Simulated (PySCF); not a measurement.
Species: C₄H₇OPSi.
SMILES with atom numbers: `[CH:1]#[C:2][P@@:3]1(=[O:4])[CH2:5][C@H:6]1[SiH3:7]`

NICS = −σ at a ghost point: NICS(0) at the centroid of the ring atoms, NICS(1) 1 Å to either side along the normal of their mean plane, zz for the tensor component along that normal. Level: GIAO PBE0/pcSseg-1 (PySCF, non-relativistic, gas phase) on the GFN2-xTB geometry, one conformer.

Ring bond lengths (Å), with Mayer bond orders in brackets: P3–C5 1.801 (0.90), C5–C6 1.568 (0.86), C6–P3 1.802 (0.89).

Give the NICS values of each ring in ppm.

| ring | type | NICS(0) | NICS(1), two faces | NICS(1)zz, two faces | rms pucker (Å) | centre to ring atoms, mean (Å) |
| --- | --- | --- | --- | --- | --- | --- |
| P3–C5–C6 | 3-membered ring with P; formal bonds all single | -23.6 | -4.0 / -8.8 | -7.7 / -14.8 | 0.00 | 1.00 |

What can be read from them?

- P3–C5–C6: mean NICS(1)zz -11.2 ppm, shielded. P3, C5, C6 have four or more neighbours, so the value isn't read as a sign of a π ring current. The two faces differ by 7.1 ppm, so no symmetry operation interchanges them. NICS(0) lies 17 ppm below the mean NICS(1).

What field does 11.7 T along the ring normal induce along that normal at the second NICS(1) probe listed for ring P3–C5–C6, 1 Å off the ring?

NICSzz × B0 = -14.8 ppm × 11.7 T = -173 μT, against the applied field.

How shielded are the nuclei of the rings and their hydrogens (means over atoms taken as equivalent)?

```tsv
atoms	environment	σ isotropic (ppm)	principal values of the symmetric part, first atom (ppm)
P3	phosphoryl phosphorus	414.6	262.6, 290.0, 691.3
C5	sp3 carbon bound to phosphorus	169.4	145.3, 165.1, 198.0
C6	sp3 carbon bound to silicon	178.8	152.2, 183.7, 200.6
H on C5	methylene hydrogen	30.98	26.2, 28.9, 37.8
H on C5	methylene hydrogen	29.72	24.9, 27.0, 37.3
H on C6	methine hydrogen	30.30	24.9, 28.1, 38.0
```
